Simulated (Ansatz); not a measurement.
An input meant for the cluster Al₂Cu (charge 0, doublet; atoms displaced at random, 0.08 Å in each coordinate).

```yaml
crystal:
  periodic: [false, false, false]
  atoms:
    - {symbol: Al, position_ang: [-0.697017, 0.483496, -0.303842]}
    - {symbol: Al, position_ang: [0.891502, 0.370230, -0.176441]}
    - {symbol: Cu, position_ang: [-0.121748, -0.821670, 0.497722]}
basis:
  gaussian: {orbitals: def2-SVP}
magnetization: {spin_polarized: true, initial_magnetization: 1}
hamiltonian: {xc: {name: r2SCANh}, dispersion: d3bjatm}
scf: {omitted_lower_state_checks: [starts]}
```

```sh
$ ansatz run in.yaml --threads 2 --pin off --events-out ev --progress --plain --max-ram 4352MiB
```

Shortened log:

```
Functional definition: r2SCANh
663 factors; integrals over basis functions are off by at most 4.6e-4 eV
mean field evaluation 1: about -57799.1085 eV, gradient 3.7e1 eV
mean field evaluation 2: about -57694.3977 eV, gradient 2.1e2 eV
mean field evaluation 4: about -57804.6665 eV, gradient 1.6e1 eV
mean field evaluation 8: about -57805.7349 eV, gradient 4.1e-1 eV
mean field evaluation 16: about -57805.7382 eV, gradient 3.5e-3 eV
mean field -57805.73815873 eV, -2124.3216951969 hartree, gradient 1.6e-5 eV, S^2 0.758021; 0 other end points of the search recorded, 0 dependent functions left out
reference -57805.73817114 eV, -2124.3216956527 hartree; 28, 27 occupied and 39, 40 virtual orbitals, 663 factors
Total energy: -57805.76617441 eV, -2124.3227247538 hartree
Checks for a lower state left out: starts
```

(1) What is wrong with this run?

## Answers

(1) The geometry is squeezed to about two thirds of its size. The run converged. The result belongs to that input, not to the species as meant.
